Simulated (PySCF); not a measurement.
## Al (aluminium, neutral) across methods

[Ne] 3s2 3p1, 2P determinant. Computed with PySCF 2.14 in x2c-TZVPPall (5s5p3d1f, 42 functions), with scalar relativity by spin-free X2C-1e. The B2PLYP total includes its PT2 part (frozen core); its orbital energies are those of the SCF part.

```csv
method,E (hartree),mean ε 3s α (eV),mean ε 3s β (eV),mean ε 3p α (eV),Σ⟨r²⟩ (bohr²),⟨S²⟩
PBE,-242.6691,-7.861,-7.266,-3.038,32.13,0.755
PBE0,-242.6889,-8.969,-8.163,-3.873,32.16,0.757
BLYP,-242.8172,-7.671,-7.186,-2.774,32.07,0.754
B2PLYP,-242.6871,-9.892,-8.855,-4.474,32.34,0.759
PBEsol,-242.1776,-7.854,-7.245,-2.983,32.25,0.754
PW91,-242.7870,-7.898,-7.299,-3.060,32.04,0.755
r2SCAN,-242.7698,-8.043,-7.386,-3.324,32.28,0.762
UHF,-242.31011,-11.593,-9.905,-5.917,32.93,0.770
LDA,-241.7441,-7.982,-7.398,-2.956,32.17,0.752
```
